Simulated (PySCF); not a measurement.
Gas-phase reaction: 3 ZnH2 + 2 F2 + 2 CF ⇌ 3 ZnF2 + C2H6

Energies from PySCF, thermal terms from the rigid-rotor harmonic-oscillator model, ideal gas at 1 bar. † marks an energy on the PBE0/def2-TZVP geometry and frequencies; other levels use their own. MP2 freezes the core. 6-31G* has spherical d functions here. Open shells (unrestricted): CF (multiplicity 2, electronic degeneracy 4); the rest are closed-shell singlets. Spin-orbit splitting is ignored; it lowers the true energy and changes the entropy of CF. Zn: all electrons, no relativistic terms. ZnH2: computed as isolated molecules; such fragments, hydroxides, amides, oligomers or adducts are transient or little studied in the gas. MP2 isn't extrapolated to the basis-set limit; its ΔH°(298 K) is -2587.7 kJ in def2-SVP and -2615.2 kJ in def2-TZVPP. The harmonic model lacks anharmonicity and excited electronic states, which grow with temperature; levels with a mode under 35 cm⁻¹ are left out. Internal rotation in C2H6 is treated as a harmonic vibration of one conformer, which makes the entropy rough.

```json
[
 {"level": "HF/6-31G*", "ΔE electronic, kJ": "-2640", "ΔH°(298 K), kJ": "-2531", "ΔS°(298 K), J/K": "-446", "ΔG°(600 K), kJ": "-2260"},
 {"level": "HF/def2-TZVP†", "ΔE electronic, kJ": "-2510", "ΔH°(298 K), kJ": "-2418", "ΔS°(298 K), J/K": "-446", "ΔG°(600 K), kJ": "-2148"},
 {"level": "M06-2X/def2-TZVP†", "ΔE electronic, kJ": "-2669", "ΔH°(298 K), kJ": "-2577", "ΔS°(298 K), J/K": "-446", "ΔG°(600 K), kJ": "-2307"},
 {"level": "MP2/def2-TZVPP†", "ΔE electronic, kJ": "-2707", "ΔH°(298 K), kJ": "-2615", "ΔS°(298 K), J/K": "-446", "ΔG°(600 K), kJ": "-2346"},
 {"level": "r2SCAN/def2-TZVP†", "ΔE electronic, kJ": "-2583", "ΔH°(298 K), kJ": "-2490", "ΔS°(298 K), J/K": "-446", "ΔG°(600 K), kJ": "-2221"},
 {"level": "ωB97X-V/def2-TZVP†", "ΔE electronic, kJ": "-2578", "ΔH°(298 K), kJ": "-2486", "ΔS°(298 K), J/K": "-446", "ΔG°(600 K), kJ": "-2216"}
]
```
ΔH° is lowest at MP2/def2-TZVPP† and highest at HF/def2-TZVP†. No reference value is set beside these.
